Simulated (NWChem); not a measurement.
All runs are NWChem calculations. System: H3BO, charge 0, spin multiplicity 1, at a geometry optimised with PBE0/def2-SVP. The structure started from a generated list of species. Level: B3LYP/6-311G** (spherical d), VWN1-RPA local correlation.

Input file:

```
start mol
memory heap 200 mb stack 900 mb global 1100 mb
geometry units angstroms nocenter noautoz
  B      0.662966    -0.252269     0.000000
  H      1.612497     0.495536     0.000000
  H      0.786776    -1.460456     0.000000
  O     -0.554847     0.318350     0.000000
  H     -1.275327    -0.320534     0.000000
  symmetry group Cs
end
basis spherical
  * library 6-311g**
end
dft
  xc b3lyp
  semidirect memsize 60000000 filesize 0
  iterations 100
end
task dft energy
```

Part of the output:

```
             Northwest Computational Chemistry Package (NWChem) 7.3.0
             --------------------------------------------------------

                                NWChem Input Module
                                -------------------

 Scaling coordinates for geometry "geometry" by  1.889725989
 (inverse scale =  0.529177249)

 Turning off AUTOSYM since
 SYMMETRY directive was detected!

                             Geometry "geometry" -> ""
                             -------------------------

 Output coordinates in angstroms (scale by  1.889725989 to convert to a.u.)

  No.       Tag          Charge          X              Y              Z
 ---- ---------------- ---------- -------------- -------------- --------------
    1 B                    5.0000     0.66296600    -0.25226900     0.00000000
    2 H                    1.0000     1.61249700     0.49553600     0.00000000
    3 H                    1.0000     0.78677600    -1.46045600     0.00000000
    4 O                    8.0000    -0.55484700     0.31835000     0.00000000
    5 H                    1.0000    -1.27532700    -0.32053400     0.00000000

 Effective nuclear repulsion energy (a.u.)      30.3643890480

            Nuclear Dipole moment (a.u.)
            ----------------------------
        X                 Y               Z
 ---------------- ---------------- ----------------
     0.0000000000     0.0000018897     0.0000000000

      Symmetry information
      --------------------

 Group name             Cs
 Group number              2
 Group order               2
 No. of unique centers     5

      Symmetry unique atoms

     1    2    3    4    5


 Summary of "ao basis" -> "" (spherical)
 ------------------------------------------------------------------------------
       Tag                 Description            Shells   Functions and Types
 ---------------- ------------------------------  ------  ---------------------
 *                          6-311g**                  on all atoms

                                 NWChem DFT Module
                                 -----------------

 Summary of "ao basis" -> "ao basis" (spherical)
 ------------------------------------------------------------------------------
       Tag                 Description            Shells   Functions and Types
 ---------------- ------------------------------  ------  ---------------------
 B                          6-311g**                 8       18   4s3p1d
 H                          6-311g**                 4        6   3s1p
 O                          6-311g**                 8       18   4s3p1d

 Summary of "ao basis" -> "ao basis" (spherical)
 ------------------------------------------------------------------------------
       Tag                 Description            Shells   Functions and Types
 ---------------- ------------------------------  ------  ---------------------
 B                          6-311g**                 8       18   4s3p1d
 H                          6-311g**                 4        6   3s1p
 O                          6-311g**                 8       18   4s3p1d

      Symmetry analysis of basis
      --------------------------

        a'         41
        a"         13

            General Information
            -------------------
          SCF calculation type: DFT
          Wavefunction type:  closed shell.
          No. of atoms     :     5
          No. of electrons :    16
           Alpha electrons :     8
            Beta electrons :     8
[...]
 ---------------- ----- ----------------- --------- --------- ---------  ------
 d= 0,ls=0.0,diis     1   -101.8949296751 -1.32D+02  1.36D-02  4.59D-01     0.3
 d= 0,ls=0.0,diis     2   -101.8667384534  2.82D-02  8.36D-03  8.32D-01     0.3
 d= 0,ls=0.0,diis     3   -101.9414147951 -7.47D-02  1.31D-03  3.51D-02     0.4
 d= 0,ls=0.0,diis     4   -101.9442455709 -2.83D-03  2.59D-04  4.94D-04     0.5
 d= 0,ls=0.0,diis     5   -101.9442995243 -5.40D-05  6.61D-05  2.21D-05     0.5
  Resetting Diis
 d= 0,ls=0.0,diis     6   -101.9443022697 -2.75D-06  1.15D-05  1.05D-06     0.6
 d= 0,ls=0.0,diis     7   -101.9443023956 -1.26D-07  2.42D-06  1.00D-08     0.6

         Total DFT energy =     -101.944302395642
      One electron energy =     -198.364501939949
           Coulomb energy =       79.853736303279
    Exchange-Corr. energy =      -13.797925806958
 Nuclear repulsion energy =       30.364389047986

 Numeric. integr. density =       16.000002187757

     Total iterative time =      0.5s

                  Occupations of the irreducible representations
                  ----------------------------------------------

                     irrep           alpha         beta
                     --------     --------     --------
                     a'                7.0          7.0
                     a"                1.0          1.0

                       DFT Final Molecular Orbital Analysis
                       ------------------------------------

 Vector    6  Occ=2.000000D+00  E=-4.064431D-01  Symmetry=a'
              MO Center=  4.9D-01,  2.0D-01,  8.5D-16, r^2= 1.8D+00
   Bfn.  Coefficient  Atom+Function         Bfn.  Coefficient  Atom+Function
  ----- ------------  ---------------      ----- ------------  ---------------
    38      0.232333  4 O  py                 7      0.199925  1 B  px
    20      0.195631  2 H  s                 42      0.184363  4 O  py
     3      0.169746  1 B  px                37     -0.169135  4 O  px
    34      0.161234  4 O  py                41     -0.138499  4 O  px
    19      0.132834  2 H  s                 33     -0.117887  4 O  px

 Vector    7  Occ=2.000000D+00  E=-3.802994D-01  Symmetry=a"
              MO Center= -4.1D-01,  2.3D-01, -2.9D-16, r^2= 8.4D-01
   Bfn.  Coefficient  Atom+Function         Bfn.  Coefficient  Atom+Function
  ----- ------------  ---------------      ----- ------------  ---------------
    39      0.400817  4 O  pz                43      0.385425  4 O  pz
    35      0.278166  4 O  pz                 9      0.119095  1 B  pz
    13      0.106909  1 B  pz                 5      0.094388  1 B  pz
    17      0.038513  1 B  d  1              54      0.028918  5 H  pz

 Vector    8  Occ=2.000000D+00  E=-3.150576D-01  Symmetry=a'
              MO Center=  6.2D-01, -2.6D-01, -1.1D-15, r^2= 2.1D+00
   Bfn.  Coefficient  Atom+Function         Bfn.  Coefficient  Atom+Function
  ----- ------------  ---------------      ----- ------------  ---------------
    26      0.228737  3 H  s                 27      0.225056  3 H  s
    20     -0.215802  2 H  s                 38      0.210184  4 O  py
     8     -0.202775  1 B  py                21     -0.188910  2 H  s
    42      0.189203  4 O  py                40      0.160982  4 O  s
     4     -0.155348  1 B  py                34      0.149347  4 O  py

 Vector    9  Occ=0.000000D+00  E=-1.713704D-02  Symmetry=a"
              MO Center=  6.2D-01, -2.4D-01,  2.9D-14, r^2= 2.2D+00
   Bfn.  Coefficient  Atom+Function         Bfn.  Coefficient  Atom+Function
  ----- ------------  ---------------      ----- ------------  ---------------
    13      0.670408  1 B  pz                43     -0.334055  4 O  pz
     9      0.326147  1 B  pz                 5      0.221178  1 B  pz
    39     -0.187756  4 O  pz                35     -0.143578  4 O  pz
    30      0.025012  3 H  pz

 Vector   10  Occ=0.000000D+00  E= 2.921455D-02  Symmetry=a'
              MO Center= -1.3D+00, -4.9D-01, -1.4D-14, r^2= 2.8D+00
   Bfn.  Coefficient  Atom+Function         Bfn.  Coefficient  Atom+Function
  ----- ------------  ---------------      ----- ------------  ---------------
    51      1.269732  5 H  s                 40     -0.680231  4 O  s
    27      0.582264  3 H  s                 10     -0.507722  1 B  s
    12      0.368862  1 B  py                41      0.254726  4 O  px
    36     -0.171012  4 O  s                 42      0.128895  4 O  py
    38      0.112782  4 O  py                37      0.103255  4 O  px

 Vector   11  Occ=0.000000D+00  E= 1.049392D-01  Symmetry=a'
              MO Center=  1.2D+00, -5.9D-01,  6.3D-15, r^2= 5.1D+00
   Bfn.  Coefficient  Atom+Function         Bfn.  Coefficient  Atom+Function
  ----- ------------  ---------------      ----- ------------  ---------------
    10      2.676011  1 B  s                 27     -1.925075  3 H  s
    21     -1.886343  2 H  s                 11      0.684860  1 B  px
    51      0.360595  5 H  s                 40     -0.291027  4 O  s
     6      0.247513  1 B  s                 12     -0.227533  1 B  py
    26      0.126267  3 H  s                  2     -0.098178  1 B  s

 center of mass
 --------------
 x =  -0.02789109 y =   0.06413852 z =   0.00000000

 moments of inertia (a.u.)
 ------------------
          17.097237181271          16.399197891759           0.000000000000
          16.399197891759          52.280270810286           0.000000000000
           0.000000000000           0.000000000000          69.377507991557

     Multipole analysis of the density
     ---------------------------------

     L   x y z        total         alpha         beta         nuclear
     -   - - -        -----         -----         ----         -------
     0   0 0 0     -0.000000     -8.000000     -8.000000     16.000000

     1   1 0 0     -0.498015     -0.249008     -0.249008      0.000000
     1   0 1 0     -0.435371     -0.217686     -0.217686      0.000002
     1   0 0 1      0.000000      0.000000      0.000000      0.000000

     2   2 0 0     -8.930332    -21.438583    -21.438583     33.946834
     2   1 1 0      1.202775      4.512647      4.512647     -7.822520
     2   1 0 1     -0.000000     -0.000000     -0.000000      0.000000
     2   0 2 0    -10.886592    -11.889427    -11.889427     12.892263
     2   0 1 1     -0.000000     -0.000000     -0.000000      0.000000
     2   0 0 2     -9.477262     -4.738631     -4.738631      0.000000

 Task  times  cpu:        0.6s     wall:        0.6s

 Total times  cpu:        0.6s     wall:        0.6s
```
